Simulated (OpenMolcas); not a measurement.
**Mn3+ in Cs2NaYF6: curves along the breathing mode**

Mn3+ with its 6 nearest fluoride ions, on the Y site of Cs2NaYF6 (a = 9.075 Å, distance in the model lattice 2.178 Å). The rest of the host is ab initio model potentials to 7.6 Å, with orthogonalisation functions on the cations behind the ligands, and point charges beyond; the distance is set by hand and nothing relaxes. Ligand basis ANO-RCC-VDZP.

```
Program             : OpenMolcas 26.06
Method              : CASSCF
Basis               : ANO-RCC-VDZP [5s4p2d1f]
Scalar Hamiltonian  : DKH2, point nucleus
Active space        : 4 electrons in 5 orbitals (3d)
State averaging     : 2S+1 = 5 even, 5 roots; 2S+1 = 3 even, 45 roots; 2S+1 = 1 even, 50 roots
Spin-orbit coupling : RASSI with atomic mean-field integrals over the reference wave functions
```

Spin-free energies (labels of O, the rotations of Oh) in cm-1 above the lowest fitted minimum, as all ligands move together:

```
R (Å)     5E    5T2    3T1     3E  3T1(2)    3T2    1T2
1.899    560  14790  11980  22900   24280  25200  23630
1.944     20  12790  12910  22430   23850  24730  24520
1.988   1260  12790  15380  23720   25190  26020  26950
2.033   4020  14450  19220  26510   28040  28810  30750
2.078   8010  17510  24140  30540   32120  32830  35650
2.123  13030  21720  29950  35590   37230  37880  41440
2.167  18780  26790  36370  41360   43050  43630  47840
```

Cubic fits give the following; the wavenumber is harmonic, with the mass of all moving ligands, small differences in it between states hang on the degree of the fit, a number in brackets counts states of one label, and the table is a selection of at most 14 states with clean curves.

```tsv
State	R0 (Å)	Breathing mode (cm-1)	Minimum (cm-1)
5E	1.933	514	0
5T2	1.966	516	12580
3E	1.932	514	22390
3T1(2)	1.931	515	23800
3T2	1.932	513	24690
3A2	1.935	514	26900
3A1	1.930	515	27270
1E	1.900	506	24950
3E(2)	1.934	510	31010
3T1(3)	1.957	505	34210
1A1	1.914	508	31130
3T2(2)	1.962	512	35510
```

The minimum of 5T2 is shifted by +0.0330 Å against 5E (from the unrounded fits). With M = 114.0 u for the moving shell, the Huang-Rhys factor in this mode is S = M ω ΔR² / 2ħ = 0.01483 × 114.0 × 514 × 0.0330² = 0.95. Only the first shell moves, against a rigid host.

An orbital doublet at a regular site is open to a Jahn-Teller distortion, which this geometry leaves out. Without dynamic correlation the repulsion within the d shell is too large (B by tens of per cent), so at a given field states of lower spin stand too high. Ligand-to-metal charge-transfer states are missing. With no ligand orbital active B as a rule stays too high, so bands that hang on it stand too high and its fall with covalency is understated. With metal d orbitals alone and no dynamic correlation 10Dq can be off by a tenth to a fifth, either way, in oxide and fluoride hosts. This shell can be high or low spin here, a state of another spin lies low, and with metal d orbitals alone active their balance is uncertain, so the ground spin may be wrong (holds for R = 1.899; R = 1.944; R = 1.988). No measured value stands beside these numbers.
